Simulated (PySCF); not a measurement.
C6H8FN.
Atom-mapped SMILES: `[N:1]#[C:2][C@@H:3]1[CH2:4][CH2:5][CH2:6][C@@H:7]1[F:8]` (hydrogens: H9 on C3; H10, H11 on C4; H12, H13 on C5; H14, H15 on C6; H16 on C7)

The same species was optimised twice, with GFN2-xTB and with PBE0-D3(BJ)/def2-SVP (PySCF), and the same property calculations (PySCF, gas phase) were run on both structures.

```json
{"coordinate": "N1≡C2 (Å)", "GFN2-xTB": "1.142", "PBE0-D3(BJ)/def2-SVP": "1.157", "change": "+0.015"}
{"coordinate": "C2–C3 (Å)", "GFN2-xTB": "1.441", "PBE0-D3(BJ)/def2-SVP": "1.455", "change": "+0.014"}
{"coordinate": "C6–C7 (Å)", "GFN2-xTB": "1.536", "PBE0-D3(BJ)/def2-SVP": "1.526", "change": "-0.010"}
{"coordinate": "C5–C6 (Å)", "GFN2-xTB": "1.536", "PBE0-D3(BJ)/def2-SVP": "1.545", "change": "+0.009"}
{"coordinate": "C3–C7 (Å)", "GFN2-xTB": "1.542", "PBE0-D3(BJ)/def2-SVP": "1.534", "change": "-0.008"}
{"coordinate": "C4–C5 (Å)", "GFN2-xTB": "1.527", "PBE0-D3(BJ)/def2-SVP": "1.531", "change": "+0.004"}
{"coordinate": "C7–F8 (Å)", "GFN2-xTB": "1.379", "PBE0-D3(BJ)/def2-SVP": "1.377", "change": "-0.002"}
{"coordinate": "C3–C4 (Å)", "GFN2-xTB": "1.535", "PBE0-D3(BJ)/def2-SVP": "1.535", "change": "0.000"}
{"coordinate": "C2–C3–C4 (°)", "GFN2-xTB": "113.4", "PBE0-D3(BJ)/def2-SVP": "115.4", "change": "+2.0"}
{"coordinate": "C3–C7–F8 (°)", "GFN2-xTB": "110.1", "PBE0-D3(BJ)/def2-SVP": "108.1", "change": "-2.0"}
{"coordinate": "C3–C7–C6 (°)", "GFN2-xTB": "105.4", "PBE0-D3(BJ)/def2-SVP": "103.9", "change": "-1.5"}
{"coordinate": "C4–C3–C7 (°)", "GFN2-xTB": "103.2", "PBE0-D3(BJ)/def2-SVP": "102.2", "change": "-1.0"}
{"coordinate": "C4–C5–C6 (°)", "GFN2-xTB": "104.6", "PBE0-D3(BJ)/def2-SVP": "105.5", "change": "+0.9"}
{"coordinate": "C2–C3–C7 (°)", "GFN2-xTB": "113.4", "PBE0-D3(BJ)/def2-SVP": "114.3", "change": "+0.9"}
{"coordinate": "C3–C4–C5 (°)", "GFN2-xTB": "102.4", "PBE0-D3(BJ)/def2-SVP": "102.7", "change": "+0.3"}
{"coordinate": "N1–C2–C3 (°)", "GFN2-xTB": "179.0", "PBE0-D3(BJ)/def2-SVP": "179.3", "change": "+0.3"}
```

Rotational constants: A = 3503, B = 1752, C = 1316 MHz (GFN2-xTB) against A = 3621, B = 1678, C = 1329 MHz (PBE0-D3(BJ)/def2-SVP). Point groups within 0.08 Å: C1 and C1.

On the GFN2-xTB structure: isotropic polarisability (au) 70.6 [wB97X-D/def2-SVPD]; HOMO (eV) -11.07 [wB97X-D/def2-SVPD]; LUMO (eV) 1.90 [wB97X-D/def2-SVPD]; dipole (D) 5.51 [wB97X-D/def2-SVPD]; HOMO (eV) -9.13 [PBE0/pcSseg-1]; LUMO (eV) 0.58 [PBE0/pcSseg-1]; dipole (D) 5.36 [PBE0/pcSseg-1]; GIAO shielding of N1 (ppm) -37.3 [PBE0/pcSseg-1]; GIAO shielding of C2 (ppm) 64.9 [PBE0/pcSseg-1]; GIAO shielding of C3 (ppm) 149.3 [PBE0/pcSseg-1]; GIAO shielding of C4 (ppm) 152.2 [PBE0/pcSseg-1]; GIAO shielding of C5 (ppm) 158.9 [PBE0/pcSseg-1]; GIAO shielding of C6 (ppm) 149.7 [PBE0/pcSseg-1]; GIAO shielding of C7 (ppm) 89.2 [PBE0/pcSseg-1]; GIAO shielding of F8 (ppm) 367.4 [PBE0/pcSseg-1].

Q: What do these properties become on the PBE0-D3(BJ)/def2-SVP structure?

A: 
```tsv
property	level	on GFN2-xTB	on PBE0-D3(BJ)/def2-SVP	change
isotropic polarisability (au)	wB97X-D/def2-SVPD	70.6	71.6	+1.0
HOMO (eV)	wB97X-D/def2-SVPD	-11.07	-11.04	+0.03
LUMO (eV)	wB97X-D/def2-SVPD	1.90	1.87	-0.03
dipole (D)	wB97X-D/def2-SVPD	5.51	5.38	-0.13
energy, GFN2-xTB geometry as zero (kcal/mol)	wB97X-D/def2-SVPD	0.0	-1.2	-1.2
HOMO (eV)	PBE0/pcSseg-1	-9.13	-9.11	+0.02
LUMO (eV)	PBE0/pcSseg-1	0.58	0.52	-0.06
dipole (D)	PBE0/pcSseg-1	5.36	5.23	-0.13
energy, GFN2-xTB geometry as zero (kcal/mol)	PBE0/pcSseg-1	0.0	-0.9	-0.9
GIAO shielding of N1 (ppm)	PBE0/pcSseg-1	-37.3	-43.3	-6.0
GIAO shielding of C2 (ppm)	PBE0/pcSseg-1	64.9	61.3	-3.6
GIAO shielding of C3 (ppm)	PBE0/pcSseg-1	149.3	147.5	-1.8
GIAO shielding of C4 (ppm)	PBE0/pcSseg-1	152.2	152.8	+0.6
GIAO shielding of C5 (ppm)	PBE0/pcSseg-1	158.9	160.3	+1.4
GIAO shielding of C6 (ppm)	PBE0/pcSseg-1	149.7	150.5	+0.8
GIAO shielding of C7 (ppm)	PBE0/pcSseg-1	89.2	89.0	-0.2
GIAO shielding of F8 (ppm)	PBE0/pcSseg-1	367.4	371.8	+4.4
```

The heavy atoms differ by 0.130 Å rms after alignment. Among bonds between heavy atoms N1≡C2 and C2–C3 change most and about equally (+0.014 to +0.015 Å). Changes are differences of the printed values. Neither structure is proved a minimum here.

Note: wB97X-D ran without an empirical dispersion term, which enters the total energy and its gradient alone.
